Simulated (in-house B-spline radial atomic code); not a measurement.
A calculation on the praseodymium ion Pr⁹⁺ (with a hole in an inner shell): its settings, and results tabulated from the run. All numbers are computed (Dirac-Hartree-Fock, average of configuration; Fermi nucleus of rms radius 4.8919 fm) with a radial B-spline atomic code at the basis-set limit, not measured.

Command:
```bash
python run_scf.py task.json out
```
Settings (nuclear radius in fm, mass in u):
```
Z                59
configuration    1s2 2s2 2p6 3s2 3p6 3d10 4s1 4p6 4d10 4f1 5s2 5p2
hamiltonian      dirac
method           hf
spin_polarised   False
nucleus          fermi
rms_radius       4.8919
atomic_mass      140.90766
speed_of_light   137.035999084
```

Output (hartree, bohr):
```
 radial grid: 66 intervals, B-splines of order 8, outer radius 14.9485 bohr

 iter        energy (Eh)    residual
    1       -9164.453218    1.76e+00
    2       -9198.820487    9.66e-01
    3       -9205.700541    2.77e-01
    4       -9206.397231    9.53e-02
    5       -9206.461325    2.89e-02
    6       -9206.472911    1.68e-03
    7       -9206.472956    4.19e-04
    8       -9206.472957    2.86e-05
    9       -9206.472957    8.08e-07
   10       -9206.472957    4.27e-08

 total energy                     -9206.47296
 kinetic                            9901.6174
 electron-nucleus                 -22188.1146
 electron-electron                  3080.0243

 first-order corrections (not in the total)
   Gaunt                             8.7399
   retardation                      -0.9125
   frequency dependence             -0.1033
   self-energy                       6.0236
   Uehling                          -0.9017
   Wichmann-Kroll                    0.0249
   recoil                            0.0236

 orbital      occ     eigenvalue          <r>       <r^2>       <1/r>       r_max    small
 1s1/2      2.000     -1557.8760     0.024089 0.000789348     64.6858     0.01541  4.78e-02
 2s1/2      2.000      -259.5518     0.102471   0.0124532     15.2996     0.08731  1.04e-02
 2p1/2      2.000      -245.0148    0.0861414  0.00915207      15.242     0.06658  1.04e-02
 2p3/2      4.000      -227.2342    0.0924059   0.0104012     13.7636      0.0719  9.79e-03
 3s1/2      2.000       -62.2630     0.271011   0.0840599     5.54702      0.2487  3.23e-03
 3p1/2      2.000       -56.0770     0.260848   0.0790643     5.45623      0.2358  3.17e-03
 3p3/2      4.000       -52.4696     0.272799   0.0862758     5.09081      0.2471  3.00e-03
 3d3/2      4.000       -41.7781      0.24428   0.0702881      4.9454      0.1985  2.86e-03
 3d5/2      6.000       -41.0116     0.248042   0.0723299     4.85251      0.2017  2.81e-03
 4s1/2      1.000       -17.5623      0.61752    0.430188     2.30238       0.576  1.00e-03
 4p1/2      2.000       -14.9522      0.63114     0.45166     2.20581      0.5837  9.38e-04
 4p3/2      4.000       -14.1410     0.655652     0.48711     2.09255      0.6066  8.87e-04
 4d3/2      4.000       -10.1350      0.69423    0.554448     1.89713       0.621  7.54e-04
 4d5/2      6.000        -9.9864     0.702863    0.568035     1.86789      0.6287  7.39e-04
 4f5/2      0.429        -5.6469     0.796496    0.752775     1.52174      0.6255  5.07e-04
 4f7/2      0.571        -5.6293     0.800427    0.759879     1.51333       0.629  5.03e-04
 5s1/2      2.000        -6.1086      1.31907     1.93767      1.0255       1.255  2.99e-04
 5p1/2      0.667        -5.3894      1.40203     2.18974    0.950727       1.326  2.63e-04
 5p3/2      1.333        -5.2128      1.44589     2.32726    0.914581       1.371  2.51e-04
```

Time taken, with all properties: 1.5 s on 1 thread of Arm Neoverse V1 (shared host).

For the Dirac Hamiltonian the kinetic term is c α·p + (β - 1)c².
